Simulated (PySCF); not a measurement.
Distorted geometries of Pr2O(OH)4

Pr2O(OH)4 (singlet in the valence; each metal's 4f electrons, 2 of them, lie in its core potential, out of spins and levels). PySCF 2.14.0, RKS r2SCAN, Pr lcecp-1-SVP with ECP48, O def2-SVP, H def2-SVP; non-relativistic Hamiltonian with scalar-relativistic core potentials where named; density fitting; no spin-orbit coupling. Relaxed geometry:

```xyz
11

Pr    0.0000    0.0000    2.2679
Pr    0.0000    0.0000   -2.0565
O     0.0000    0.0000    0.1059
O     0.0000    1.9249    3.2539
H     0.0000    2.7807    3.6884
O     0.0000   -1.9249    3.2539
H     0.0000   -2.7807    3.6884
O     0.0000    1.9250   -3.0423
H     0.0000    2.7775   -3.4827
O     0.0000   -1.9250   -3.0423
H     0.0000   -2.7775   -3.4827
```

**Question.** Order these distorted geometries by energy above the relaxed one, lowest first.
A.
```xyz
11

Pr   -0.0226   -0.0269    2.2635
Pr   -0.0635    0.0267   -2.0624
O     0.0244    0.0195    0.1122
O     0.0188    1.9463    3.2290
H     0.0322    2.7835    3.6743
O     0.0359   -1.9428    3.2243
H     0.0417   -2.8355    3.6980
O    -0.0492    1.9702   -3.0298
H    -0.0074    2.7905   -3.4297
O     0.0333   -1.9139   -3.0124
H    -0.0436   -2.8174   -3.5149
```
B.
```xyz
11

Pr   -0.2581    0.0149    2.1387
Pr    0.3117    0.1432   -2.0079
O    -0.0603   -0.3781    0.0262
O     0.1730    1.9449    3.1244
H    -0.0294    2.7250    3.9226
O    -0.0997   -1.7613    3.1356
H     0.0492   -2.8900    3.9377
O     0.0812    2.1832   -3.0091
H     0.1829    2.6335   -3.4297
O    -0.2733   -1.6889   -3.2234
H    -0.0772   -2.9266   -3.4631
```
C.
```xyz
11

Pr   -0.1601    0.0338    2.4567
Pr   -0.0031   -0.1080   -2.0252
O     0.1362   -0.1413   -0.0721
O     0.2075    1.6981    3.1981
H     0.0745    2.5463    3.7902
O    -0.0079   -1.7791    3.2129
H     0.0076   -2.7306    3.6903
O    -0.0038    2.1528   -3.2446
H    -0.0211    2.9714   -3.5324
O    -0.0215   -1.8076   -2.8226
H    -0.2082   -2.8357   -3.4993
```

**Answer.** A (0.29 eV), C (6.02 eV), B (12.32 eV).

**Question.** Which forces (eV/Å) act in the one that lies 12.32 eV up?

**Answer.** 
```
Pr   -0.11   1.45  -0.06
Pr   -0.86  -0.64  -1.85
O     0.20   0.70  -0.23
O    -1.24   3.20   3.39
H     1.11  -3.54  -3.73
O     0.74  -6.33   4.43
H    -0.64   5.01  -3.58
O   -10.61 -51.26  47.19
H    10.84  49.96 -46.34
O     1.60  -4.65  -0.49
H    -1.03   6.09   1.26
```
Forces carry noise of the integration grid, about 0.01 to 0.03 eV/Å.

No frequency check is given that shows the relaxed geometry to be a minimum. An lcecp potential fixes the number of 4f electrons, so in runs with it no electron can move into or out of that shell.
